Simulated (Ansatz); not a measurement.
Cost and result for the atomization energy of `[SiH3]C1=C[SiH2]1` (10 atoms, 10 bonds).

```xyz
10

Si    1.472    0.817    0.533
C    -0.060    0.013   -0.108
C    -0.830    0.022   -1.200
Si   -1.485   -1.125    0.022
H     2.038    1.773   -0.458
H     1.151    1.545    1.788
H     2.482   -0.230    0.836
H    -0.800    0.551   -2.146
H    -2.662   -0.779    0.852
H    -1.307   -2.588   -0.118
```

The species carries charge 0 and has multiplicity 1. All single points use the PBE0-D4/def2-TZVP geometry. Program: Ansatz. All runs use 2 threads of an Arm Neoverse V2 on a shared host. Times are those of one run each, without the atoms' runs, and a repeat can differ threefold. Electronic energies, without spin–orbit coupling; frozen cores. CCSD(T)/CBS adds CCSD(T) − MP2 in def2-TZVPP to the MP2 limit, and its time is that of the two runs behind it. T1 = 0.013. B3LYP takes the VWN-RPA correlation (the form of Gaussian; ORCA's B3LYP/G). HSE06 is the plane-wave form, built on full-range PBE exchange.

CCSD(T)/CBS is a level of theory with its own doubt, some kJ/mol a heavy atom from the limit and from the frozen cores, so smaller differences don't rank the functionals.

```csv
level,functions,wall time
revPBE-D4/def2-TZVPP,230,2.4 s
CCSD(T)/def2-SVP,94,2.7 s
PBE0-D4/def2-TZVPP,230,3.3 s
HSE06-D4/def2-TZVPP,230,3.7 s
CAM-B3LYP-D4/def2-TZVPP,230,4 s
B3LYP-D4/def2-TZVPP (with forces),230,5.5 s
r2SCANh-D4/def2-TZVPP,230,6 s
B2PLYP/def2-TZVPP,230,6.5 s
PBE-QIDH/def2-TZVPP,230,6.5 s
ωB97X-V/def2-TZVPP,230,9 s
MP2/def2-QZVPP,434,22 s
CCSD(T)/def2-TZVPP,230,73 s
CCSD(T)/CBS(def2),–,95 s
```

Problem. What atomization energy does each give, and how far from CCSD(T)/CBS? (An estimate is asked.)

Solution. Computed: 
```tsv
level	atomization (kcal/mol)	difference from CCSD(T)/CBS	per bond
revPBE-D4/def2-TZVPP	822.4	-7.9	-0.8
CCSD(T)/def2-SVP	782.5	-47.8	-4.8
PBE0-D4/def2-TZVPP	829.7	-0.6	-0.1
HSE06-D4/def2-TZVPP	830.2	-0.1	0.0
CAM-B3LYP-D4/def2-TZVPP	831.8	1.5	0.2
B3LYP-D4/def2-TZVPP (with forces)	829.8	-0.5	0.0
r2SCANh-D4/def2-TZVPP	829.2	-1.1	-0.1
B2PLYP/def2-TZVPP	820.6	-9.7	-1.0
PBE-QIDH/def2-TZVPP	825.8	-4.5	-0.4
ωB97X-V/def2-TZVPP	835.3	5.0	0.5
MP2/def2-QZVPP	828.8	-1.5	-0.1
CCSD(T)/def2-TZVPP	808.7	-21.6	-2.2
CCSD(T)/CBS(def2)	830.3	0.0	0.0
```

Leaving LDA and LC-ωPBE aside and taking each functional with its dispersion term where it has one, the values, not all of them listed here, spread over 24.1 kcal/mol, from BHLYP-D4 to PBE-D4. LDA lies +100.5 kcal/mol from PBE without D4, its usual overbinding. From BLYP to BHLYP (50 % exact exchange), in def2-TZVPP and without D4, the atomization energy moves by −5.9 kcal/mol: exact exchange takes away binding that semilocal exchange gives to molecules. The D4 term adds +8.4 kcal/mol with B3LYP and +4.4 kcal/mol with PBE0; it sums over pairs of atoms, weighted by their polarisabilities, and B3LYP, whose exchange is more repulsive, gets the larger term.
